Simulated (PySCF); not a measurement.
This quartet is an excited state, 0.75 eV above the relaxed sextet at the level B3LYP-D3(BJ)/def2-TZVP // BP86-D3(BJ)/def2-SVP (PySCF).

Z-matrix (Å, degrees):
```
Fe
Cl 1 2.0953
Cl 1 2.1092 2 110.55
Cl 1 2.1093 2 110.74 3 -179.85
```
Charge 0, spin multiplicity 4.

### Question
What charge on the central atom (meta-Löwdin), total energy, dipole moment, highest occupied spin orbital, charge on the central atom (Mulliken) and spin population on the central atom (Mulliken) does BP86-D3(BJ)/def2-TZVP // BP86-D3(BJ)/def2-SVP (PySCF 2.14.0) give?

### Answer

```yaml
charge on the central atom (meta-Löwdin): 0.98 e
total_energy: -2644.8285 Ha
dipole_moment: 0.28 D
highest_occupied_spin_orbital: -6.47 eV
charge on the central atom (Mulliken): 0.64 e
spin population on the central atom (Mulliken): 2.62
```
